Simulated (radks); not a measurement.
Task: B2+, 3 electrons, occupied as [He] 2s1 (the NIST ground configuration). Method: non-relativistic Kohn-Sham, PBE, spin-polarised, spherical densities, point nucleus; open shells are filled with parallel spins first; computed with a radial shooting solver on a logarithmic mesh with Libxc functionals. Some entries of the table are withheld. Estimate them.

orbital,occ.,eigenvalue (eV),<r> (bohr),r(max) (bohr)
1s up,1,-211.2860,(1),0.2101
1s down,1,-210.4841,(2),0.2104
2s up,1,(3),1.623,1.363

Result: 
(1) 1s up <r> (bohr): 0.3283
(2) 1s down <r> (bohr): 0.3281
(3) 2s up eigenvalue (eV): -32.6561
